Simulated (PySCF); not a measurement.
lithium hydride (HLi), singlet, geometry from GFN2-xTB (such geometries of metal compounds can be far from the true shape); PySCF with B3LYP/aug-cc-pVDZ.

Input for PySCF:
```python
from pyscf import gto, scf, dft

mol = gto.M(
    atom='''
Li   -0.00000000   -0.00000000   -0.34356182
H     0.00000000    0.00000000    1.03068545
''',
    basis='aug-cc-pvdz',
    verbose=4,
)

mf = dft.RKS(mol)
mf.xc = 'b3lyp'
mf.damp = 0.5
mf.diis_start_cycle = 5
mf.kernel()
```

Problem. Predict the main parts of the log of this PySCF run.

Solution. 
```
PySCF version 2.14.0

[INPUT] verbose = 4
[INPUT] num. atoms = 2
[INPUT] num. electrons = 4
[INPUT] charge = 0
[INPUT] spin (= nelec alpha-beta = 2S) = 0
[INPUT] symmetry False subgroup None
[INPUT] Mole.unit = angstrom
[INPUT] Symbol           X                Y                Z      unit          X                Y                Z       unit  Magmom
[INPUT]  1 Li     0.000000000000   0.000000000000  -0.343561820000 AA    0.000000000000   0.000000000000  -0.649237746657 Bohr   0.0
[INPUT]  2 H      0.000000000000   0.000000000000   1.030685450000 AA    0.000000000000   0.000000000000   1.947713221074 Bohr   0.0

nuclear repulsion = 1.15520086334972
number of shells = 13
number of NR pGTOs = 46
number of NR cGTOs = 32
basis = aug-cc-pvdz
ecp = {}

******** <class 'pyscf.dft.rks.RKS'> ********
method = RKS
initial guess = minao
damping factor = 0.5
level_shift factor = 0
DIIS = <class 'pyscf.scf.diis.CDIIS'>
diis_start_cycle = 5
diis_space = 8
diis_damp = 0
SCF conv_tol = 1e-09
SCF conv_tol_grad = None
SCF max_cycles = 50
direct_scf = True
direct_scf_tol = 1e-13
XC library pyscf.dft.libxc version 7.1.2
    S. Lehtola, C. Steigemann, M. J. T. Oliveira, and M. A. L. Marques,  SoftwareX 7, 1–5 (2018)
XC functionals = b3lyp
    P. J. Stephens, F. J. Devlin, C. F. Chabalowski, and M. J. Frisch,  J. Phys. Chem. 98, 11623 (1994)
radial grids:
    Treutler-Ahlrichs [JCP 102, 346 (1995); DOI:10.1063/1.469408] (M4) radial grids

becke partition: Becke, JCP 88, 2547 (1988); DOI:10.1063/1.454033
pruning grids: <function nwchem_prune>
grids dens level: 3
symmetrized grids: False
atomic radii adjust function: <function treutler_atomic_radii_adjust>
small_rho_cutoff = 0
Set gradient conv threshold to 3.16228e-05
Initial guess from minao.
tot grids = 23536
init E= -7.95345766746067
  HOMO = -0.314098611747019  LUMO = -0.0765002433509245  gap/eV = 6.46538
cycle= 1 E= -8.05460107920109  delta_E= -0.101  |g|= 0.19  |ddm|= 0.887
  HOMO = -0.222604144313521  LUMO = -0.0563239472247579  gap/eV = 4.52471
cycle= 2 E= -8.07481393387868  delta_E= -0.0202  |g|= 0.0482  |ddm|= 0.25
  HOMO = -0.203055790863329  LUMO = -0.0505372868995486  gap/eV = 4.15024
cycle= 3 E= -8.07627347984437  delta_E= -0.00146  |g|= 0.0114  |ddm|= 0.0793
  HOMO = -0.200180444935766  LUMO = -0.0485631557045285  gap/eV = 4.12572
cycle= 4 E= -8.07635789353717  delta_E= -8.44e-05  |g|= 0.00371  |ddm|= 0.026
  HOMO = -0.200251820032866  LUMO = -0.0467755156043816  gap/eV = 4.17630
cycle= 5 E= -8.0763676767222  delta_E= -9.78e-06  |g|= 0.00124  |ddm|= 0.0221
  HOMO = -0.201430388085114  LUMO = -0.0465875416245785  gap/eV = 4.21349
cycle= 6 E= -8.07636848449333  delta_E= -8.08e-07  |g|= 0.000724  |ddm|= 0.00338
  HOMO = -0.200980918706324  LUMO = -0.0464778570846724  gap/eV = 4.20424
cycle= 7 E= -8.07636881130341  delta_E= -3.27e-07  |g|= 2.95e-05  |ddm|= 0.00133
  HOMO = -0.200979846713365  LUMO = -0.0464434685813471  gap/eV = 4.20515
cycle= 8 E= -8.07636881369038  delta_E= -2.39e-09  |g|= 6.55e-06  |ddm|= 0.000275
  HOMO = -0.200975665795786  LUMO = -0.0464370899237307  gap/eV = 4.20521
cycle= 9 E= -8.0763688137431  delta_E= -5.27e-11  |g|= 8.56e-07  |ddm|= 3.58e-05
  HOMO = -0.200974969668516  LUMO = -0.0464368611589134  gap/eV = 4.20520
Extra cycle  E= -8.07636881374348  delta_E= -3.77e-13  |g|= 3.22e-07  |ddm|= 2.38e-06
converged SCF energy = -8.07636881374348
```
